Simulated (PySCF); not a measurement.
Electronic structure of Pd (palladium, neutral) at the UHF level

Configuration: [Kr] 4d10, closed-shell 1S. All numbers are calculated (PySCF 2.14, scalar relativity through the core potential, in cc-pVTZ-PP with ECP28MDF).

```json
{"Total energy": "-126.609012 hartree", "One-electron energy": "-227.7365 hartree", "Hartree (Coulomb) energy": "113.2078 hartree", "Exchange energy": "-12.0804 hartree", "⟨S²⟩": "0.0000", "⟨L²⟩": "0.000", "Sum of ⟨r⟩": "23.99 bohr", "Sum of ⟨r²⟩": "40.16 bohr²", "Time after the integrals": "0.21 s of wall time on 1 thread of Neoverse-V2 (shared host)"}
```

```tsv
shell	electrons	mean orbital energy (hartree)	rms radius, mean of both spins (bohr)
4s	2	-3.85325	1.03
4p	6	-2.41853	1.14
4d	10	-0.32638	1.74
```

Energies and moments cover only the electrons outside the core potential.
